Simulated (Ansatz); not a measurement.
`[InH2][I]` + silanol → `[SiH3][O][InH2]` + HI at 298.15 K and 1 bar (ligand exchange at the In–I bond).

Isolated molecules relaxed with PBE0-D4/def2-TZVP in Ansatz; ΔE leaves out vibrations. CCSD(T)/CBS is the MP2 limit (def2-TZVPP, def2-QZVPP) plus CCSD(T) − MP2 in def2-TZVPP, frozen cores. Elements past krypton have def2 core potentials. For I, In outer-core shells are correlated without core-valence functions, which leaves a few kJ/mol of doubt a bond.

```csv
species,CCSD(T)/CBS energy (Eh),H − E (kJ/mol),S (J/(mol·K))
`[InH2][I]`,-488.48444,45.6,295.3
`O[SiH3]`,-366.69042,113.6,257.8
`[SiH3][O][InH2]`,-557.10255,126.5,345.2
HI,-298.03592,22.7,206.5
```

H − E and S are ideal-gas, rigid-rotor, harmonic terms from PBE0-D4/def2-TZVP. 1 Eh = 2625.50 kJ/mol, R = 8.31446 J/(mol·K).

Question: By hand: ΔE, ΔH, ΔS and ΔG.

Answer: ΔE = (-557.10255) + (-298.03592) − (-488.48444) − (-366.69042) = 0.03639 Eh = 95.5 kJ/mol. Δ(H − E) = 126.5 + 22.7 − 45.6 − 113.6 = -10.0, so ΔH = 85.5 kJ/mol. ΔS = 345.2 + 206.5 − 295.3 − 257.8 = -1.4 J/(mol·K). ΔG = 85.5 − 298.15 × (-1.4)/1000 = 85.9 kJ/mol.

Question: By hand: the equilibrium constant, and the temperature at which ΔG would vanish if ΔH and ΔS stayed fixed.

Answer: log₁₀ K = −ΔG/(RT ln 10) = -15.0. ΔH and −TΔS have one sign here, so there is no such temperature. One of them is within its doubt of zero, so this could turn.

The number of gas molecules stays the same, so ΔS is small and ΔH decides. A doubt of 5 kJ/mol in ΔE shifts log₁₀ K by 0.9 here. Modes under 60 cm⁻¹, often nearly free rotors, make the harmonic entropy too high. These are equilibria of isolated gas molecules and say nothing of rates. Largest T1 diagnostic: 0.015 (customary marks: 0.02 for closed shells, 0.045 for open ones).
